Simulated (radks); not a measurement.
Ionisation of neutral tellurium, [Kr] 4d10 5s2 5p4, to [Kr] 4d10 5s2 5p3 as the strength of local exchange is varied. All-electron calculation, scalar-relativistic Kohn-Sham, Slater X-alpha exchange (alpha = 2/3 is LDA exchange), no correlation, spin-polarised, spherical densities, finite nucleus; open shells are filled with parallel spins first (spin-orbit coupling, left out, can overturn this in heavy ions); Fermi nuclear charge, rms radius 4.7423 fm. Program: a radial shooting solver on a logarithmic mesh with Libxc functionals.

alpha	E(Te) (hartree)	exchange (hartree)	IE (eV)	-e of the level emptied (eV)	<r> of it (bohr)
0.592	-6765.20664	-145.97315	6.961	3.679 (5p)	2.812
0.63	-6774.60593	-155.55242	7.215	3.915 (5p)	2.780
0.667	-6783.77004	-164.90376	7.467	4.152 (5p)	2.751
0.71	-6794.43530	-175.80146	7.767	4.434 (5p)	2.717
0.731	-6799.64981	-181.13527	7.915	4.575 (5p)	2.701
0.891	-6839.50621	-222.02536	9.097	5.710 (5p)	2.589
0.993	-6865.03156	-248.32452	9.895	6.488 (5p)	2.524

NIST Atomic Spectra Database: 9.010 eV (measured). The Delta-SCF value meets it near alpha = 0.88. Open shells are spherical and high-spin; term and fine-structure splittings are not resolved. Spin-orbit splitting is averaged out at the scalar-relativistic level.
